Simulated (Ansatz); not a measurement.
Reaction R1 → 2 P1, each structure at its B3LYP-D3(BJ)/def2-TZVP stationary point, reached from a drawn start (curvature not checked).
R1, I2 (SMILES II) (charge 0, multiplicity 1):
```xyz
2

I      0.0000     0.0000    -1.3474
I      0.0000     0.0000     1.3474
```
P1: I atom, charge 0, multiplicity 2.

P less R. No zero-point or thermal terms; singlets are restricted closed shells; open shells are unrestricted; no spin–orbit coupling.

Correlated levels freeze the cores. In cc and def2 sets filled d and f shells under p-block atoms count as core.

The values were computed with Ansatz (an electronic-structure program). All values are computed, each at the level named. Elements past Kr take the def2 small-core potentials, without spin–orbit coupling.

```csv
level,reaction energy (eV)
SVWN5/def2-TZVPP,2.779
BLYP/def2-TZVPP,1.948
wB97M-V/def2-TZVPP,1.828
MP2/def2-SVP,1.472
MP2/def2-QZVPP,2.039
SCS-MP2/def2-TZVPP,1.731
CCSD/def2-SVP,1.340
CCSD/def2-QZVPP,___
CCSD(T)/def2-TZVPP,___
```

Q: What belongs in the gaps?

A: 
- CCSD/def2-QZVPP, reaction energy (eV): 1.778
- CCSD(T)/def2-TZVPP, reaction energy (eV): 1.739
